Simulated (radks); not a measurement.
The numbers below are computed, except where a source is named.
Q: All-electron atom: the neon ion Ne3+ in [He] 2s2 2p3. Code: a radial shooting solver on a logarithmic mesh with Libxc functionals. Model: non-relativistic Kohn-Sham, exchange-only LDA, spin-polarised, spherical densities, point nucleus; open shells are filled with parallel spins first. Some entries of the table are withheld. Estimate them.

orbital  occ.  eigenvalue (hartree)  <r> (bohr)  <1/r> (bohr^-1)
1s up       1             -33.31573      0.1591              (1)
1s down     1             -33.15093      0.1584              (2)
2s up       1              -3.82777      0.7944            1.840
2s down     1              -3.47821      0.8179            1.780
2p up       3              -3.02713      0.7456            1.749
2p down     0              -2.65145      0.7826            1.685

A: 
(1) 1s up <1/r> (bohr^-1): 9.551
(2) 1s down <1/r> (bohr^-1): 9.584
